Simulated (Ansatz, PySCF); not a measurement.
Dimer: H2S (SMILES S) (first 3 atoms) with C2H3N (SMILES CC#N); geometry from B3LYP-D3(BJ)/def2-TZVP.
(charge 0, multiplicity 1):
```tsv
atom	x (Å)	y (Å)	z (Å)
S	0.5070	-0.1819	-0.8616
H	0.3893	0.0658	0.4564
H	0.8250	1.0922	-1.1398
C	-0.1935	0.6217	5.2891
C	0.0062	0.5362	3.8519
N	0.1636	0.4679	2.7163
H	0.7150	0.9813	5.7726
H	-1.0085	1.3101	5.5134
H	-0.4414	-0.3608	5.6911
```

Monomers are frozen at their geometry in the pair; levels with a basis set take the counterpoise correction. Rows marked so take none.

Rows in 6-31G* carry no dispersion term and start afresh at each structure (6-31G* with six Cartesian d functions).

The values were computed with Ansatz (an electronic-structure program) with Gaussian orbitals; PySCF for 6-31G* rows, the dispersion terms. 

Question: What is the computed interaction energy (PBE-D4/def2-TZVPPD)?

Answer: -3.2 kcal/mol

Question: Estimate the interaction energy that BP86/6-31G* (no counterpoise) returns for this input.

Answer: -2.9 kcal/mol

Question: Predict the interaction energy from HF/aug-cc-pV(D+d)Z.

Answer: -1.3 kcal/mol
